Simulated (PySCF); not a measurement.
PbCl₃, SMILES [Cl][Pb-]([Cl])[Cl], charge -1.

Geometry: B3LYP-D3(BJ)/def2-SVPD. The isomer is the one that the SMILES or the coordinates give; other isomers of the formula were not compared. The def2 effective core potentials stand for the cores of Pb; spin–orbit coupling is left out.

The numbers are results of IEF-PCM-PBE0/def2-SVPD in PySCF, not measurements.

The values are the electrostatic part of the solvation free energy, E(continuum) − E(gas) at the gas-phase geometry, in a cavity of scaled van der Waals radii (PySCF's table); cavitation and dispersion terms are not included. A continuum can't describe solvent molecules that bind to the metal. In vacuum the orbital gap is 5.68 eV.

```
solvent        ε  ΔG(elec) (kcal/mol)  gap (eV)
---------  -----  -------------------  --------
water      78.36                -53.1      6.18
toluene     2.37                -29.5      5.93
1-octanol   9.86                  [?]       [?]
```

Some entries are withheld; supply them. (Estimate from the structure and the level; the computed values follow.)


- 1-octanol, ΔG(elec) (kcal/mol): -47.6
- 1-octanol, gap (eV): 6.12
